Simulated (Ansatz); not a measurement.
Ansatz (an electronic-structure program) input for In(Br)2(OMe) (CH3Br2InO), SMILES C[O][In]([Br])[Br], PBE0-D3(BJ)/def2-SVP. 

Ansatz 0.2 input:
```yaml
crystal:
  periodic: [false, false, false]
  atoms:
    - {symbol: In, position_ang: [0.07033822, -0.11093160, -0.22208733]}
    - {symbol: Br, position_ang: [1.57127189, 1.82689938, -0.56449070]}
    - {symbol: Br, position_ang: [-1.50432941, -0.60022573, 1.65269711]}
    - {symbol: O, position_ang: [0.13249117, -1.54779194, -1.60886777]}
    - {symbol: C, position_ang: [-0.69013341, -2.68571835, -1.59142680]}
    - {symbol: H, position_ang: [-1.43354321, -2.61510482, -2.39155497]}
    - {symbol: H, position_ang: [-0.05673491, -3.56245611, -1.75684529]}
    - {symbol: H, position_ang: [-1.21840971, -2.82372340, -0.63704245]}
basis:
  gaussian:
    orbitals: def2-SVP
hamiltonian:
  xc: pbe0
  dispersion: d3bj
relax: {f_tol: 0.002, max_steps: 200}
```

Log of the run:

```
WARN ansatz: RAYON_NUM_THREADS=1 ignored (pool sized by the plan → 1); use --threads N
Functional definition: PBE0
integrals: 0.10 GiB planned
1488 factors; integrals over basis functions are off by at most 2.7e-4 eV
mean field: 0.99 GiB planned
mean field evaluation 1: about -148357.4232 eV, gradient 5.0e1 eV
mean field evaluation 2: about -148290.6788 eV, gradient 1.6e2 eV
mean field evaluation 4: about -148362.8695 eV, gradient 1.2e1 eV
mean field evaluation 8: about -148363.2007 eV, gradient 6.8e-1 eV
mean field evaluation 16: about -148363.2021 eV, gradient 5.4e-5 eV
mean field -148363.20213389 eV, -5452.2471142302 hartree, gradient 5.4e-5 eV, S^2 0.000000; 0 other end points of the search recorded, 0 dependent functions left out
the calculation of the forces begins
reference -148363.20216755 eV, -5452.2471154671 hartree; 54, 54 occupied and 79, 79 virtual orbitals, 1488 factors
relax step   1: F+E_penalty+E_count = -148363.38422206 eV  Δ(F+E_penalty+E_count) = +0.000e0 eV  max|allowed force component| = 5.378e-1 eV/Å  Δτ_max = 0.0000 Å  (27 SCF iters, accepted)
these checks for a lower state are left out or cut short: starts, cluster_reference, orbital_swaps, neighbouring_geometries, increment
integrals: 0.10 GiB planned
1488 factors; integrals over basis functions are off by at most 2.8e-4 eV
mean field: 0.99 GiB planned
mean field -148363.23468614 eV, -5452.2483105034 hartree, gradient 9.7e-6 eV, S^2 0.000000; 0 other end points of the search recorded, 0 dependent functions left out
the calculation of the forces begins
[...]
these checks for a lower state are left out or cut short: starts, cluster_reference, orbital_swaps, neighbouring_geometries, increment
integrals: 0.10 GiB planned
1488 factors; integrals over basis functions are off by at most 2.8e-4 eV
mean field: 0.99 GiB planned
mean field -148363.24044918 eV, -5452.2485222912 hartree, gradient 1.3e-5 eV, S^2 0.000000; 0 other end points of the search recorded, 0 dependent functions left out
the calculation of the forces begins
reference -148363.24048278 eV, -5452.2485235259 hartree; 54, 54 occupied and 79, 79 virtual orbitals, 1488 factors
relax step   8: F+E_penalty+E_count = -148363.42330598 eV  Δ(F+E_penalty+E_count) = -8.600e-6 eV  max|allowed force component| = 4.132e-3 eV/Å  Δτ_max = 0.0100 Å  (25 SCF iters, accepted)
these checks for a lower state are left out or cut short: starts, cluster_reference, orbital_swaps, neighbouring_geometries, increment
integrals: 0.10 GiB planned
1488 factors; integrals over basis functions are off by at most 2.8e-4 eV
mean field: 0.99 GiB planned
mean field evaluation 64: about -148363.2075 eV, gradient 2.2e-3 eV
mean field -148363.24042622 eV, -5452.2485214475 hartree, gradient 1.1e-5 eV, S^2 0.000000; 0 other end points of the search recorded, 0 dependent functions left out
the calculation of the forces begins
reference -148363.24045982 eV, -5452.2485226819 hartree; 54, 54 occupied and 79, 79 virtual orbitals, 1488 factors
relax step   9: F+E_penalty+E_count = -148363.42331149 eV  Δ(F+E_penalty+E_count) = -5.503e-6 eV  max|allowed force component| = 9.146e-3 eV/Å  Δτ_max = 0.0164 Å  (32 SCF iters, accepted)
these checks for a lower state are left out or cut short: starts, cluster_reference, orbital_swaps, neighbouring_geometries, increment
integrals: 0.10 GiB planned
1488 factors; integrals over basis functions are off by at most 2.8e-4 eV
mean field: 0.99 GiB planned
mean field -148363.24043641 eV, -5452.2485218219 hartree, gradient 2.7e-5 eV, S^2 0.000000; 0 other end points of the search recorded, 0 dependent functions left out
the calculation of the forces begins
reference -148363.24047000 eV, -5452.2485230561 hartree; 54, 54 occupied and 79, 79 virtual orbitals, 1488 factors
relax step  10: F+E_penalty+E_count = -148363.42331644 eV  Δ(F+E_penalty+E_count) = -4.956e-6 eV  max|allowed force component| = 9.365e-3 eV/Å  Δτ_max = 0.0050 Å  (23 SCF iters, accepted)
these checks for a lower state are left out or cut short: starts, cluster_reference, orbital_swaps, neighbouring_geometries, increment
integrals: 0.10 GiB planned
1488 factors; integrals over basis functions are off by at most 2.8e-4 eV
mean field: 0.99 GiB planned
mean field -148363.24045341 eV, -5452.2485224464 hartree, gradient 2.9e-5 eV, S^2 0.000000; 0 other end points of the search recorded, 0 dependent functions left out
the calculation of the forces begins
reference -148363.24048699 eV, -5452.2485236807 hartree; 54, 54 occupied and 79, 79 virtual orbitals, 1488 factors
relax step  11: F+E_penalty+E_count = -148363.42332174 eV  Δ(F+E_penalty+E_count) = -5.302e-6 eV  max|allowed force component| = 8.105e-3 eV/Å  Δτ_max = 0.0012 Å  (21 SCF iters, accepted)
these checks for a lower state are left out or cut short: starts, cluster_reference, orbital_swaps, neighbouring_geometries, increment
integrals: 0.10 GiB planned
1488 factors; integrals over basis functions are off by at most 2.8e-4 eV
mean field: 0.99 GiB planned
mean field -148363.24045604 eV, -5452.2485225431 hartree, gradient 3.9e-5 eV, S^2 0.000000; 0 other end points of the search recorded, 0 dependent functions left out
the calculation of the forces begins
reference -148363.24048962 eV, -5452.2485237774 hartree; 54, 54 occupied and 79, 79 virtual orbitals, 1488 factors
relax step  12: F+E_penalty+E_count = -148363.42332632 eV  Δ(F+E_penalty+E_count) = -4.578e-6 eV  max|allowed force component| = 7.873e-4 eV/Å  Δτ_max = 0.0018 Å  (21 SCF iters, accepted)
these checks for a lower state are left out or cut short: starts, cluster_reference, orbital_swaps, neighbouring_geometries, increment
integrals: 0.10 GiB planned
1488 factors; integrals over basis functions are off by at most 2.8e-4 eV
mean field: 0.99 GiB planned
mean field -148363.24045730 eV, -5452.2485225893 hartree, gradient 1.0e-5 eV, S^2 0.000000; 0 other end points of the search recorded, 0 dependent functions left out
the calculation of the forces begins
reference -148363.24049088 eV, -5452.2485238235 hartree; 54, 54 occupied and 79, 79 virtual orbitals, 1488 factors
relax step  13: F+E_penalty+E_count = -148363.42333122 eV  Δ(F+E_penalty+E_count) = -4.896e-6 eV  max|allowed force component| = 1.103e-3 eV/Å  Δτ_max = 0.0094 Å  (25 SCF iters, accepted)
these checks for a lower state are left out or cut short: starts, cluster_reference, orbital_swaps, neighbouring_geometries, increment
integrals: 0.10 GiB planned
1488 factors; integrals over basis functions are off by at most 2.8e-4 eV
mean field: 0.99 GiB planned
mean field evaluation 96: about -148363.2404 eV, gradient 1.1e-5 eV
mean field -148363.24044885 eV, -5452.2485222791 hartree, gradient 1.1e-5 eV, S^2 0.000000; 0 other end points of the search recorded, 0 dependent functions left out
the calculation of the forces begins
reference -148363.24048242 eV, -5452.2485235125 hartree; 54, 54 occupied and 79, 79 virtual orbitals, 1488 factors
relax step  14: F+E_penalty+E_count = -148363.42332568 eV  Δ(F+E_penalty+E_count) = +5.542e-6 eV  max|allowed force component| = 1.604e-2 eV/Å  Δτ_max = 0.0319 Å  (31 SCF iters, rejected (line search))
these checks for a lower state are left out or cut short: starts, cluster_reference, orbital_swaps, neighbouring_geometries, increment
integrals: 0.10 GiB planned
1488 factors; integrals over basis functions are off by at most 2.8e-4 eV
mean field: 0.99 GiB planned
mean field -148363.24045790 eV, -5452.2485226114 hartree, gradient 1.1e-5 eV, S^2 0.000000; 0 other end points of the search recorded, 0 dependent functions left out
the calculation of the forces begins
reference -148363.24049147 eV, -5452.2485238451 hartree; 54, 54 occupied and 79, 79 virtual orbitals, 1488 factors
relax step  15: F+E_penalty+E_count = -148363.42333726 eV  Δ(F+E_penalty+E_count) = -6.043e-6 eV  max|allowed force component| = 3.457e-3 eV/Å  Δτ_max = 0.0154 Å  (32 SCF iters, accepted)
these checks for a lower state are left out or cut short: starts, cluster_reference, orbital_swaps, neighbouring_geometries, increment
integrals: 0.10 GiB planned
1488 factors; integrals over basis functions are off by at most 2.8e-4 eV
mean field: 0.99 GiB planned
mean field -148363.24046165 eV, -5452.2485227494 hartree, gradient 1.1e-5 eV, S^2 0.000000; 0 other end points of the search recorded, 0 dependent functions left out
the calculation of the forces begins
reference -148363.24049521 eV, -5452.2485239828 hartree; 54, 54 occupied and 79, 79 virtual orbitals, 1488 factors
relax step  16: F+E_penalty+E_count = -148363.42333857 eV  Δ(F+E_penalty+E_count) = -1.307e-6 eV  max|allowed force component| = 6.948e-3 eV/Å  Δτ_max = 0.0140 Å  (32 SCF iters, accepted)
these checks for a lower state are left out or cut short: starts, cluster_reference, orbital_swaps, neighbouring_geometries, increment
integrals: 0.10 GiB planned
1488 factors; integrals over basis functions are off by at most 2.8e-4 eV
mean field: 0.99 GiB planned
mean field -148363.24046080 eV, -5452.2485227182 hartree, gradient 5.7e-5 eV, S^2 0.000000; 0 other end points of the search recorded, 0 dependent functions left out
the calculation of the forces begins
reference -148363.24049437 eV, -5452.2485239516 hartree; 54, 54 occupied and 79, 79 virtual orbitals, 1488 factors
relax step  17: F+E_penalty+E_count = -148363.42333992 eV  Δ(F+E_penalty+E_count) = -1.355e-6 eV  max|allowed force component| = 4.874e-3 eV/Å  Δτ_max = 0.0015 Å  (21 SCF iters, accepted)
these checks for a lower state are left out or cut short: starts, cluster_reference, orbital_swaps, neighbouring_geometries, increment
integrals: 0.10 GiB planned
1488 factors; integrals over basis functions are off by at most 2.8e-4 eV
mean field: 0.99 GiB planned
mean field -148363.24045898 eV, -5452.2485226511 hartree, gradient 5.6e-5 eV, S^2 0.000000; 0 other end points of the search recorded, 0 dependent functions left out
the calculation of the forces begins
reference -148363.24049254 eV, -5452.2485238845 hartree; 54, 54 occupied and 79, 79 virtual orbitals, 1488 factors
relax step  18: F+E_penalty+E_count = -148363.42334174 eV  Δ(F+E_penalty+E_count) = -1.821e-6 eV  max|allowed force component| = 9.332e-4 eV/Å  Δτ_max = 0.0021 Å  (21 SCF iters, accepted)
these checks for a lower state are left out or cut short: starts, cluster_reference, orbital_swaps, neighbouring_geometries, increment
integrals: 0.10 GiB planned
1488 factors; integrals over basis functions are off by at most 2.8e-4 eV
mean field: 0.99 GiB planned
mean field -148363.24046347 eV, -5452.2485228163 hartree, gradient 1.1e-5 eV, S^2 0.000000; 0 other end points of the search recorded, 0 dependent functions left out
the calculation of the forces begins
reference -148363.24049703 eV, -5452.2485240497 hartree; 54, 54 occupied and 79, 79 virtual orbitals, 1488 factors
relax step  19: F+E_penalty+E_count = -148363.42334276 eV  Δ(F+E_penalty+E_count) = -1.018e-6 eV  max|allowed force component| = 1.429e-3 eV/Å  Δτ_max = 0.0049 Å  (24 SCF iters, accepted)
integrals: 0.10 GiB planned
1488 factors; integrals over basis functions are off by at most 2.8e-4 eV
mean field: 0.99 GiB planned
mean field evaluation 128: about -148305.4091 eV, gradient 1.5e2 eV
mean field -148363.24046347 eV, -5452.2485228163 hartree, gradient 1.1e-5 eV, S^2 0.000000; 1 other end points of the search recorded, 0 dependent functions left out
the calculation of the forces begins
reference -148363.24049703 eV, -5452.2485240497 hartree; 54, 54 occupied and 79, 79 virtual orbitals, 1488 factors
Total energy: -148363.42337632 eV, -5452.2552447396 hartree
Atom 0 at     0.082933    -0.149753    -0.244595 Å, force    -0.000294     0.000502    -0.000558 eV/Å
Atom 1 at     1.503112     1.836352    -0.470726 Å, force     0.000028    -0.000011     0.000429 eV/Å
Atom 2 at    -1.388909    -0.503282     1.706095 Å, force     0.000291     0.000099     0.000204 eV/Å
Atom 3 at     0.104914    -1.535491    -1.656952 Å, force    -0.001182    -0.001429    -0.000071 eV/Å
Atom 4 at    -0.691089    -2.688510    -1.611909 Å, force     0.001083     0.000207    -0.000204 eV/Å
Atom 5 at    -1.398157    -2.698995    -2.461251 Å, force     0.000537     0.000303     0.000533 eV/Å
Atom 6 at    -0.054401    -3.587692    -1.694847 Å, force    -0.000601     0.000345     0.000193 eV/Å
Atom 7 at    -1.287452    -2.791681    -0.685433 Å, force     0.000139    -0.000016    -0.000526 eV/Å
Dipole moment:    -0.117756    -0.197658    -0.025364 e Å
```

The calculation finished and met its thresholds.

Cost: very roughly 6 core-minutes.
